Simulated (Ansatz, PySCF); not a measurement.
GeF2ClBr, SMILES [F][Ge]([Br])([Cl])[F]. Atoms are numbered in the order given.

```xyz
5

F      1.3502    -0.6812    -1.3716
Ge     0.3377    -0.4451     0.0000
F      1.3502    -0.6812     1.3716
Cl    -1.1753    -1.9336     0.0000
Br    -0.4846     1.6613     0.0000
```
Charge 0, spin multiplicity 1.

The structure is a stationary point at TPSSh-D3(BJ)/def2-SVP.

Two levels are set side by side: PBE-D3(BJ)/def2-SVP (Ansatz, a quantum-chemistry and plane-wave program) and TPSSh-D3(BJ)/def2-SVP (PySCF). Each level has its own optimised geometry; the coordinates shown are those of the second. Frequencies come from the Hessian of PySCF at each geometry. Differences are taken from unrounded values.

| quantity | TPSSh-D3(BJ) | PBE-D3(BJ) | PBE-D3(BJ) minus TPSSh-D3(BJ) |
|---|---|---|---|
| mean bond length (Å) | 1.956 | 1.970 | 0.013 |
| bond F1–Ge2 (Å) | 1.721 | 1.735 | 0.013 |
| bond Ge2–F3 (Å) | 1.721 | 1.735 | 0.013 |
| bond Ge2–Cl4 (Å) | 2.122 | 2.134 | 0.012 |
| bond Ge2–Br5 (Å) | 2.261 | 2.276 | 0.015 |
| highest harmonic wavenumber (cm⁻¹) | 759 | 733 | -25 |
| mean harmonic wavenumber (cm⁻¹) | 352 | 341 | -11 |
| zero-point energy (kcal/mol) | 4.52 | 4.39 | -0.14 |

Exact exchange shortens and stiffens bonds; PBE has none. Differences between two approximate levels are no errors against the true value.
